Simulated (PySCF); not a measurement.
BBr₃ (SMILES BrB(Br)Br), singlet, at a GFN2-xTB geometry. Base run: MN15/STO-3G in PySCF.

Here is a job for PySCF.
```python
from pyscf import gto, scf, dft

mol = gto.Mole()
mol.atom = '''
    B     0.018083   -0.019782   -0.037610
    Br   -1.507311   -1.111182   -0.137553
    Br    0.019712    1.666704   -0.864490
    Br    1.485016   -0.552696    1.007416
'''
mol.basis = 'sto-3g'
mol.charge = 0
mol.spin = 0
mol.verbose = 3
mol.build()

mf = dft.RKS(mol)
mf.xc = 'mn15'
mf.kernel()
```

Each row names what was changed in the base input (with any setting that the change needs).

```tsv
change	ΔE vs base (mEh)	grid points	electrons on the grid	outcome
base	0.000	75320	110.00000	converged
grids.level = 7	0.019	346416	110.00000	converged
grids.level = 1	0.166	27176	110.00003	converged
small_rho_cutoff = 0	0.000	75320	110.00000	converged
grids.level = 5	0.014	177368	110.00000	converged
grids.atom_grid = (150, 974)	0.012	288912	110.00000	converged
grids.prune = dft.gen_grid.sg1_prune	-	-	-	stopped with an error
grids.atom_grid = (30, 110)	182.7	9792	110.00056	converged
grids.atom_grid = (99, 590)	0.022	116032	110.00000	converged
grids.level = 2	-0.017	50432	110.00000	converged
grids.level = 0	151.2	8432	110.00069	converged
```

- grids.prune = dft.gen_grid.sg1_prune: ended with `IndexError: index 35 is out of bounds for axis 0 with size 19`
